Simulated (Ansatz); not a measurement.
Input file for Ansatz (a program for electronic structure): R-wB97M-V/def2-TZVPPD on C3H9N (a complex), monomers drawn apart or pushed together. Files ending in .json are basis or fitting sets from the Basis Set Exchange.

Ansatz 0.2 input:
```yaml
crystal:
  periodic: [false, false, false]
  atoms:
    - {symbol: C, position_ang: [-0.64296997, 0.26062258, 0.06777138]}
    - {symbol: C, position_ang: [0.54211024, -0.19981771, 0.44388338]}
    - {symbol: H, position_ang: [-0.91349106, 0.36676118, -0.97638270]}
    - {symbol: H, position_ang: [-1.39484833, 0.55139523, 0.79203356]}
    - {symbol: H, position_ang: [0.81222434, -0.30576896, 1.48926575]}
    - {symbol: H, position_ang: [1.28679951, -0.48807694, -0.28979604]}
    - {symbol: C, position_ang: [-0.61029748, 0.32487696, 4.32552253]}
    - {symbol: N, position_ang: [0.74334048, -0.23043718, 4.34095268]}
    - {symbol: H, position_ang: [-1.27508228, -0.36850823, 3.80827616]}
    - {symbol: H, position_ang: [-0.60793436, 1.25639902, 3.75766760]}
    - {symbol: H, position_ang: [-1.03868489, 0.53147532, 5.31512955]}
    - {symbol: H, position_ang: [0.76823121, -1.10601657, 4.84940071]}
    - {symbol: H, position_ang: [1.38654712, 0.40030252, 4.80385086]}
basis:
  gaussian:
    orbitals: def2-TZVPPD.json
hamiltonian:
  xc: {name: wB97M-V}
scf: {lower_state_search: off}
```

The head of its log:

```
WARN ansatz: RAYON_NUM_THREADS=1 ignored (pool sized by the plan → 1); use --threads N
Functional definition: wB97M-V
these checks for a lower state are left out or cut short: stability, starts, cluster_reference, orbital_swaps, neighbouring_geometries, increment
integrals: 0.25 GiB planned
1232 factors; their error is unknown
integrals: 0.29 GiB planned
414 factors; integrals over basis functions are off by at most 2.3e-5 eV
mean field: 1.70 GiB planned
mean field evaluation 1: about -4739.7077 eV, gradient 5.5e1 eV
mean field evaluation 2: about -4741.8559 eV, gradient 4.5e1 eV
```

**Question.** Predict the final total energy.

**Answer.** -174.4130 hartree.
